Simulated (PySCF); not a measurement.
## In²⁺ (indium, charge +2) across methods

[Kr] 4d10 5s1, 2S determinant. Computed with PySCF 2.14 in aug-cc-pVQZ-PP with one added diffuse shell each of s, p, d, f, g type with ECP28MDF (8s8p6d4f3g, 117 functions), with a scalar-relativistic core potential.

```tsv
method	E (hartree)	mean ε 4d α (eV)	mean ε 4d β (eV)	mean ε 5s α (eV)	Σ⟨r²⟩ (bohr²)	⟨S²⟩
r2SCANh	-189.2712	-37.919	-37.612	-24.820	29.69	0.751
r2SCAN	-189.2820	-36.986	-36.662	-24.494	29.69	0.751
MN15	-188.8036	-39.584	-39.335	-25.784	30.04	0.750
LDA	-188.8706	-36.626	-36.358	-24.641	29.90	0.750
PBE	-189.2129	-36.457	-36.162	-24.232	29.85	0.750
PBE0	-189.2204	-38.941	-38.665	-25.043	29.79	0.751
UHF	-188.39380	-45.297	-45.077	-26.767	29.91	0.751
```

(1) Estimate the same row for r2SCAN0.

Energies and moments cover only the electrons outside the core potential.

Results:

(1) E (hartree) = -189.2552; mean ε 4d α (eV) = -39.325; mean ε 4d β (eV) = -39.041; mean ε 5s α (eV) = -25.306; Σ⟨r²⟩ (bohr²) = 29.69; ⟨S²⟩ = 0.751.
